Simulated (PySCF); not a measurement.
The multiplicity is imposed and other spin states were not computed.

Cartesian coordinates (Å):
```xyz
4

Cd     0.0265     0.0213     0.0135
O      0.5982     1.7735     0.7337
H      0.8042     1.6739     1.6834
Cl    -0.6570    -1.9391    -0.9581
```
Charge 0, multiplicity 1.

Problem. Estimate the charge on the central atom (Mulliken), LUMO and dipole moment that TPSSh-D3(BJ)/def2-TZVP // TPSS-D3(BJ)/def2-SVP (PySCF) returns for this input.

Solution. 
```json
{
 "charge on the central atom (Mulliken)": "0.83 e",
 "LUMO": "-2.33 eV",
 "dipole_moment": "1.86 D"
}
```
